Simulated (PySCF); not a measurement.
Level of theory: PBE-D3(BJ)/def2-TZVP // CAM-B3LYP-D3(BJ)/def2-TZVP (PySCF 2.14.0). Gas-phase values, no solvent. One relaxed conformer stands for a flexible species; it need not be the lowest. Excitations are Tamm–Dancoff values on a coarser integration grid. The basis has no diffuse functions, so Rydberg states are missing or too high.

Reference species (SMILES): `BC(=C)CC#N` (neutral, multiplicity 1).

```
Property               Result
-------------------  --------
HOMO                 -7.69 eV
S1 excitation (TDA)   4.58 eV
T1 excitation (TDA)   3.55 eV
```

Changed species: `BC/C=C/C#N`.

### Question
Predict the effect on the HOMO, S1 excitation (TDA) and T1 excitation (TDA).

### Answer
the HOMO increases by 0.94 eV, to -6.75 eV; the S1 excitation (TDA) falls by 0.70 eV, to 3.88 eV; the T1 excitation (TDA) increases by 0.16 eV, to 3.71 eV.
